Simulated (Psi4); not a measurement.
ClO (SMILES [O]Cl), doublet, geometry from GFN2-xTB; R2SCAN/aug-cc-pVTZ (Psi4).

Here is a job for Psi4.
```
memory 2 GB

molecule {
0 2
  Cl   -0.00000000   -0.00000000   -0.49281646
  O     0.00000000    0.00000000    1.04723499
}

set basis aug-cc-pvtz
set reference uks
set s_tolerance 1e-6
set s_orthogonalization canonical

energy('r2scan')
print_variables()
```

The log (banner, timings and long lists left out):

```
   => Loading Basis Set <=

    Name: AUG-CC-PVTZ
    Role: ORBITAL
    Keyword: BASIS

         ---------------------------------------------------------
                                   SCF
               by Justin Turney, Rob Parrish, Andy Simmonett
                          and Daniel G. A. Smith
                              UKS Reference
         ---------------------------------------------------------

  ==> Geometry <==

    Molecular point group: c2v
    Full point group: C_inf_v

    Geometry (in Angstrom), charge = 0, multiplicity = 2:

       Center              X                  Y                   Z               Mass
    ------------   -----------------  -----------------  -----------------  -----------------
         CL           0.000000000000     0.000000000000    -0.483343221209    34.968852682000
         O            0.000000000000     0.000000000000     1.056708228791    15.994914619570

  Running in c2v symmetry.

  Rotational constants: A = ************  B =      0.64763  C =      0.64763 [cm^-1]
  Rotational constants: A = ************  B =  19415.33792  C =  19415.33792 [MHz]
  Nuclear repulsion =   46.730971651057523

  Charge       = 0
  Multiplicity = 2
  Electrons    = 25
  Nalpha       = 13
  Nbeta        = 12

  ==> Algorithm <==

  SCF Algorithm Type is DF.
  DIIS enabled.
  MOM disabled.
  Fractional occupation disabled.
  Guess Type is SAD.
  Energy threshold   = 1.00e-06
  Density threshold  = 1.00e-06
  Integral threshold = 1.00e-12

  ==> Primary Basis <==

  Basis Set: AUG-CC-PVTZ
    Blend: AUG-CC-PVTZ
    Number of shells: 30
    Number of basis functions: 96
    Number of Cartesian functions: 114
    Spherical Harmonics?: true
    Max angular momentum: 3

  ==> DFT Potential <==

   => LibXC <=

    Version 7.1.2
    S. Lehtola, C. Steigemann, M. J. T. Oliveira, and M. A. L. Marques,  SoftwareX 7, 1–5 (2018) (10.1016/j.softx.2017.11.002)

   => Composite Functional: R2SCAN <=

    r2SCAN Meta-GGA XC Functional  (0.1021/acs.jpclett.0c02405)
    J. W. Furness, A. D. Kaplan, J. Ning, J. P. Perdew, J. Sun  J. Phys. Chem. Lett.  11, 8208–8215, 2020

    Deriv               =              1
    GGA                 =           TRUE
    Meta                =           TRUE

    Exchange Hybrid     =          FALSE
    MP2 Hybrid          =          FALSE

   => Exchange Functionals <=

    1.0000   XC_MGGA_X_R2SCAN

   => Correlation Functionals <=

    1.0000   XC_MGGA_C_R2SCAN

   => LibXC Density Thresholds  <==

    XC_MGGA_C_R2SCAN:  1.00E-15
    XC_MGGA_X_R2SCAN:  1.00E-11

   => Molecular Quadrature <=

    Radial Scheme          =       TREUTLER
    Pruning Scheme         =           NONE
    Nuclear Scheme         =       TREUTLER

    Blocking Scheme        =         OCTREE
    BS radius alpha        =              1
    Pruning alpha          =              1
    Radial Points          =             75
    Spherical Points       =            302
    Total Points           =          44138
    Total Blocks           =            411
    Max Points             =            255
    Max Functions          =             96
    Weights Tolerance      =       1.00E-15

   => Loading Basis Set <=

    Name: (AUG-CC-PVTZ AUX)
    Role: JKFIT
    Keyword: DF_BASIS_SCF

  ==> Integral Setup <==

  SCF_SUBTYPE=INCORE selected. In-core MEM_DF algorithm will be used.
  Using in-core AOs.

  ==> MemDFJK: Density-Fitted J/K Matrices <==

    J tasked:                   Yes
    K tasked:                    No
    wK tasked:                   No
    Algorithm:                 Core
    Schwarz Cutoff:           1E-12
    Mask sparsity (%):       0.0000
    Fitting Condition:        1E-10

   => Auxiliary Basis Set <=

  Basis Set: (AUG-CC-PVTZ AUX)
    Blend: AUG-CC-PVTZ-JKFIT
    Number of shells: 72
    Number of basis functions: 250
    Number of Cartesian functions: 311
    Spherical Harmonics?: true
    Max angular momentum: 4

    Using canonical orthogonalization.
[...]
    Irrep   Nso     Nmo
   -------------------------
     A1        40      40
     A2        10      10
     B1        23      23
     B2        23      23
   -------------------------
    Total      96      96
   -------------------------

  ==> Iterations <==

                           Total Energy        Delta E     RMS |[F,P]|

   @DF-UKS iter SAD:  -535.17188773374630   -5.35172e+02   0.00000e+00
   @DF-UKS iter   1:  -535.11016111331958    6.17266e-02   1.25928e-02 DIIS/ADIIS
   @DF-UKS iter   2:  -534.00371070406004    1.10645e+00   3.15429e-02 DIIS/ADIIS
   @DF-UKS iter   3:  -535.27165437700341   -1.26794e+00   4.19263e-03 DIIS/ADIIS
   @DF-UKS iter   4:  -535.28679801505700   -1.51436e-02   1.31919e-03 DIIS/ADIIS
   @DF-UKS iter   5:  -535.28903153119848   -2.23352e-03   3.27835e-04 DIIS/ADIIS
   @DF-UKS iter   6:  -535.28916032160816   -1.28790e-04   5.58411e-05 DIIS
   @DF-UKS iter   7:  -535.28916523118130   -4.90957e-06   1.80789e-05 DIIS
   @DF-UKS iter   8:  -535.28916571061757   -4.79436e-07   6.90220e-06 DIIS
   @DF-UKS iter   9:  -535.28916578165251   -7.10349e-08   2.71727e-06 DIIS
   @DF-UKS iter  10:  -535.28916579128997   -9.63746e-09   3.42645e-07 DIIS
  Energy and wave function converged.

  ==> Post-Iterations <==

   Electrons on quadrature grid:
      Nalpha   =   12.9999977736 ; deviation = -2.226e-06
      Nbeta    =   11.9999988608 ; deviation = -1.139e-06
      Ntotal   =   24.9999966343 ; deviation = -3.366e-06

   @Spin Contamination Metric:   5.956037109E-03
   @S^2 Expected:                7.500000000E-01
   @S^2 Observed:                7.559560371E-01
   @S   Expected:                5.000000000E-01
   @S   Observed:                5.000000000E-01

    Orbital Energies [Eh]
    ---------------------

    Alpha Occupied:

[...]
       3B1    -0.253853

    Alpha Virtual:

[...]
    Beta Occupied:

[...]
    Beta Virtual:

[...]
    Final Occupation by Irrep:
             A1    A2    B1    B2
    DOCC [     7,    0,    3,    2 ]
    SOCC [     0,    0,    0,    1 ]
    NA   [     7,    0,    3,    3 ]
    NB   [     7,    0,    3,    2 ]

  @DF-UKS Final Energy:  -535.28916579128997

   => Energetics <=

    Nuclear Repulsion Energy =             46.7309716510575228
    One-Electron Energy =                -830.8277596106416922
    Two-Electron Energy =                 285.4978976701687543
    DFT Exchange-Correlation Energy =     -36.6902755018745452
    Empirical Dispersion Energy =           0.0000000000000000
    VV10 Nonlocal Energy =                  0.0000000000000000
    Total Energy =                       -535.2891657912899745

  UHF NO Occupations:
  HONO-2 :    7 A1 1.9994224
  HONO-1 :    2 B2 1.9983145
  HONO-0 :    3 B2 1.0000000
  LUNO+0 :    4 B2 0.0016855
  LUNO+1 :    8 A1 0.0005776
  LUNO+2 :    9 A1 0.0003816
  LUNO+3 :    4 B1 0.0001631

Computation Completed

Properties will be evaluated at   0.000000,   0.000000,   0.000000 [a0]

Properties computed using the SCF density matrix

 Multipole Moments:

 ------------------------------------------------------------------------------------
     Multipole            Electronic (a.u.)      Nuclear  (a.u.)        Total (a.u.)
 ------------------------------------------------------------------------------------

 L = 1.  Multiply by 2.5417464519 to convert [e a0] to [Debye]
 Dipole X            :          0.0000000            0.0000000            0.0000000
 Dipole Y            :          0.0000000            0.0000000            0.0000000
 Dipole Z            :         -0.9376991            0.4475459           -0.4901533
 Magnitude           :                                                    0.4901533

 ------------------------------------------------------------------------------------

  Variable Map:
  ----------------------------------------------------------------------------
[...]
  Array Variable Map:
  ----------------------------------------------------------------------------
[...]
[...]
```
